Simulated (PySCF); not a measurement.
**Name the molecule from its bond curve**

A diatomic of charge -1 contains Be. Its singlet curve at PBE0 in a double-zeta basis (no relativity, PySCF), in eV from the separated fragments:

R (Å), E (eV) and a bar:
```
    2.522     -0.399 ###########################
    2.640     -0.447 ############
    2.757     -0.473 ####
    2.845     -0.482 #
    2.933     -0.484 
    3.021     -0.481 #
    3.138     -0.472 ####
    3.285     -0.454 ##########
    3.461     -0.428 ##################
    3.696     -0.390 ##############################
```

The fit gives ωe = 214 cm⁻¹ and the rotational constant Bₑ = 0.5001 cm⁻¹.

Q: Which atom is the partner?

A: The minimum lies at 2.923 Å, so the reduced mass is 16.8576 u Å² cm⁻¹/(Bₑ·Re²) = 3.945 u. With Be at 9.01 u the partner weighs about 7.0 u: Li. The molecule is LiBe⁻.

Closed-shell solutions of metal pairs were not tested for spin polarisation, which can lower them a little. The highest Kohn–Sham level is positive in this anion. Much of that is self-interaction error, but it also means that the finite basis helps to hold the extra electron.
